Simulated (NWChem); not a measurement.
System: TeBr₂; SMILES [Te](Br)Br

Here is an NWChem input.

```
start job
memory heap 200 mb stack 900 mb global 1100 mb
geometry units angstroms noautoz
  Te     0.000000     0.000000     0.910826
  Br    -1.931145     0.000000    -0.683357
  Br     1.931145     0.000000    -0.683357
end
basis spherical
  * library def2-svp
end
ecp
  Te library def2-ecp
end
dft
  xc b3pw91
  iterations 150
  mulliken
end
task dft energy
```

All runs use the structure optimised with PBE0/def2-SVP. def2 effective core potentials on Te; no spin-orbit coupling.

Problem. What results follow from this input? (B3PW91/def2-SVP with def2 effective core potentials on Te.) Quantities: energy (Ha); highest occupied level (eV); orbital gap (eV); dipole (D).

Solution. 
- energy (Ha): -5415.89
- highest occupied level (eV): -6.35
- orbital gap (eV): 3.09
- dipole (D): 1.68
